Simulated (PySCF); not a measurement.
C2H5Se2 (SMILES [CH2][Se][Se]C), doublet, at a GFN2-xTB geometry. Base run: DF-R2SCAN/6-31G** (PySCF).

Here is a job for PySCF.
```python
from pyscf import gto, scf, dft

mol = gto.M(
    atom='''
C     2.308532   -0.061247    0.288123
Se    0.877681   -0.006989   -0.816753
Se   -0.882785    0.339849    0.721176
C    -2.061106   -1.095889    0.080107
H     3.258779    0.252269   -0.099552
H     2.262445   -0.591765    1.221365
H    -3.001066   -1.000311    0.616306
H    -2.225836   -0.974691   -0.987156
H    -1.605355   -2.059927    0.289275
''',
    basis='6-31g**',
    charge=0,
    spin=1,
    verbose=4,
)

mf = dft.UKS(mol)
mf.xc = 'r2scan'
mf = mf.density_fit(auxbasis='def2-universal-jkfit')
mf.kernel()
mf.analyze()
```

Variants of this job, named by their change:

```
change                                       ΔE vs base (µEh)  SCF cycles  <S^2>                outcome
-------------------------------------------  ----------------  ----------  -----  ---------------------
base                                                      0.0          14  0.767              converged
init_guess = huckel                                       0.0          16  0.767              converged
conv_tol = 1e-12                                          0.0          26  0.767              converged
diis = off (with mf.max_cycle = 100)                        -           -      -  cut at the time limit
damp = 0.5; diis_start_cycle = 5                          0.0          17  0.767              converged
level_shift = 1.0 (with mf.max_cycle = 100)                 -           -      -  cut at the time limit
level_shift = 0.1 (with mf.max_cycle = 100)               0.0          16  0.767              converged
```

Open shells are given as the SCF converged; they aren't shown to be the lowest states, and a large step between rows can be another state.
